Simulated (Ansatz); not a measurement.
Isolated molecules relaxed with PBE0-D4/def2-TZVP in Ansatz; ΔE leaves out vibrations. CCSD(T)/CBS is the MP2 limit (def2-TZVPP, def2-QZVPP) plus CCSD(T) − MP2 in def2-TZVPP, frozen cores. This one scheme is used for every species. DFT in def2-TZVPP. B3LYP here is the variant with VWN-RPA as its local correlation; programs differ in this. For Ge outer-core shells are correlated without core-valence functions, which leaves a few kJ/mol of doubt a bond. Scalar relativity is left out up to krypton. One conformer a species, not always the lowest.

Reaction (formal hydrolysis of a Ge–C bond): `C[S][GeH2][CH3]` + H₂O → `C[S][GeH2][OH]` + CH₄

```
             level  ΔE (kJ/mol)  difference from CCSD(T)/CBS
            PBE-D4        -43.0                         -4.1
         r2SCAN-D4        -48.9                        -10.0
           PBE0-D4        -40.0                         -1.1
          B3LYP-D4        -48.3                         -9.4
           ωB97X-V        -46.9                         -8.0
           ωB97M-V        -44.6                         -5.7
            B2PLYP        -50.4                        -11.5
               PBE        -45.7                         -6.8
            r2SCAN        -49.7                        -10.8
              PBE0        -42.5                         -3.6
             B3LYP        -52.6                        -13.7
     HF/def2-TZVPP        -56.6                        -17.7
    MP2/def2-TZVPP        -41.3                         -2.4
SCS-MP2/def2-TZVPP        -46.4                         -7.5
   CCSD/def2-TZVPP        -42.2                         -3.3
CCSD(T)/def2-TZVPP        -42.0                         -3.1
     HF/def2-QZVPP        -57.1                        -18.2
    MP2/def2-QZVPP        -39.7                         -0.8
SCS-MP2/def2-QZVPP        -44.9                         -6.0
      HF/CBS(def2)        -57.2                        -18.3
     MP2/CBS(def2)        -38.2                          0.7
    CCSD/CBS(def2)        -39.1                         -0.2
       CCSD(T)/CBS        -38.9                            0
```

Largest T1 diagnostic among the species: 0.011.

In def2-TZVPP, CCSD(T) changes the Hartree–Fock value by +14.6 kJ/mol (the triples alone add +0.2 kJ/mol) and MP2 by +15.3 kJ/mol. From PBE to PBE0 (25 % exact exchange), in def2-TZVPP and without D4, ΔE moves by +3.2 kJ/mol. The D4 term adds +4.3 kJ/mol with B3LYP and +2.5 kJ/mol with PBE0; it sums over pairs of atoms, weighted by their polarisabilities, and B3LYP, whose exchange is more repulsive, gets the larger term.
